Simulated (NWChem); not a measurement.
Species: SiH cation, singlet

Program: NWChem. Low-valent species are run as closed-shell singlets; no triplet was tried in these runs. The level has its own optimisation; frequencies are unscaled.

Q: Predict the results for Hartree-Fock/def2-SVPD. Quantities: r H–Si (Å); highest harmonic frequency (cm⁻¹); zero-point energy (kcal/mol).

A: 
```
Quantity                           Result
---------------------------------  ------
r H–Si (Å)                          1.503
highest harmonic frequency (cm⁻¹)    2275
zero-point energy (kcal/mol)          3.3
```
